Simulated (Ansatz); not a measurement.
`[AlH2][CH2][InH2]` and `[SiH3][CH2][InH2]` differ in one atom or group.

Ansatz, PBE0-D4/def2-TZVP geometries, multiplicity 1. 

Elements past krypton have def2 core potentials.

| property | `[AlH2][CH2][InH2]` |
| --- | --- |
| LUMO energy (PBE/def2-TZVPP) / eV | -2.69 |
| HOMO energy (PBE/def2-TZVPP) / eV | -6.42 |
| HOMO energy (ωB97M-V/def2-TZVPP) / eV | -9.60 |
| size of the dipole moment (B3LYP/def2-TZVPP) / D | 1.08 |
| size of the dipole moment (ωB97M-V/def2-TZVPP) / D | 1.08 |
| size of the dipole moment (PBE/def2-TZVPP) / D | 1.10 |

**Question.** What does the change do to each property? (An estimate is asked.)

**Answer.** Ansatz gave: 
```json
{"property": "LUMO energy (PBE/def2-TZVPP) / eV", "`[SiH3][CH2][InH2]`": "-2.48", "shift": "0.21"}
{"property": "HOMO energy (PBE/def2-TZVPP) / eV", "`[SiH3][CH2][InH2]`": "-6.48", "shift": "-0.06"}
{"property": "HOMO energy (ωB97M-V/def2-TZVPP) / eV", "`[SiH3][CH2][InH2]`": "-9.72", "shift": "-0.12"}
{"property": "size of the dipole moment (B3LYP/def2-TZVPP) / D", "`[SiH3][CH2][InH2]`": "1.02", "shift": "-0.06"}
{"property": "size of the dipole moment (ωB97M-V/def2-TZVPP) / D", "`[SiH3][CH2][InH2]`": "1.05", "shift": "-0.03"}
{"property": "size of the dipole moment (PBE/def2-TZVPP) / D", "`[SiH3][CH2][InH2]`": "1.04", "shift": "-0.06"}
```

With PBE0 the HOMO falls by 0.10 eV and the LUMO rises by 0.22 eV, so the gap widens by about 0.32 eV. PBE moves the HOMO by -0.06 eV and ωB97M-V by -0.12 eV. The zero-point energy changes by 32.0 kJ/mol with +3 modes. Dipoles are sizes alone; their direction can turn.

B3LYP here is the variant with VWN-RPA as its local correlation; programs differ in this.
